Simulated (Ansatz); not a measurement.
Input file for Ansatz (a quantum-chemistry and plane-wave program): R-HF/def2-TZVPP on AlH2I (SMILES [AlH2][I]), atoms moved off the minimum. Elements past Kr take the def2 small-core potentials; no spin–orbit coupling.

Ansatz 0.2 input:
```yaml
crystal:
  periodic: [false, false, false]
  atoms:
    - {symbol: Al, position_ang: [-1.04542192, -1.61815038, 0.28546098]}
    - {symbol: H, position_ang: [-0.53463420, -2.69870268, 1.29979493]}
    - {symbol: H, position_ang: [-2.30888679, -1.75059127, -0.54936224]}
    - {symbol: I, position_ang: [0.27748848, 0.49429054, -0.06742129]}
basis:
  gaussian:
    orbitals: def2-TZVPP
hamiltonian:
  xc: {name: HF}
scf: {lower_state_search: off}
output: {forces: true}
```

It printed:

```
WARN ansatz: RAYON_NUM_THREADS=1 ignored (pool sized by the plan → 1); use --threads N
Functional definition: HF
these checks for a lower state are left out or cut short: stability, starts, cluster_reference, orbital_swaps, neighbouring_geometries, increment
integrals: 0.04 GiB planned
925 factors; their error is unknown
mean field: 0.25 GiB planned
mean field evaluation 1: about -14686.9540 eV, gradient 1.1e1 eV
mean field evaluation 2: about -14687.5154 eV, gradient 5.4e0 eV
mean field evaluation 4: about -14687.5910 eV, gradient 4.1e-1 eV
mean field evaluation 8: about -14688.7204 eV, gradient 2.8e0 eV
mean field evaluation 16: about -14688.7249 eV, gradient 6.8e-7 eV
mean field -14688.72485587 eV, -539.8006820781 hartree, gradient 6.8e-7 eV, S^2 0.000000; 0 other end points of the search recorded, 0 dependent functions left out
the calculation of the forces begins
reference -14688.72485587 eV, -539.8006820781 hartree; 20, 20 occupied and 100, 100 virtual orbitals, 925 factors
Total energy: -14688.72485587 eV, -539.8006820781 hartree
Atom 0 at    -1.045422    -1.618150     0.285461 Å, force     0.697021     0.269165     0.291220 eV/Å
Atom 1 at    -0.534634    -2.698703     1.299795 Å, force     0.018845     0.067509    -0.009330 eV/Å
Atom 2 at    -2.308887    -1.750591    -0.549362 Å, force    -0.619003    -0.103585    -0.366434 eV/Å
Atom 3 at     0.277488     0.494291    -0.067421 Å, force    -0.096863    -0.233089     0.084543 eV/Å
Dipole moment:    -0.174608    -0.270931     0.050561 e Å
Checks for a lower state left out: stability, starts, cluster_reference, orbital_swaps, neighbouring_geometries, increment
```

Self-consistency was reached.

Cost: roughly 1.5 core-seconds.
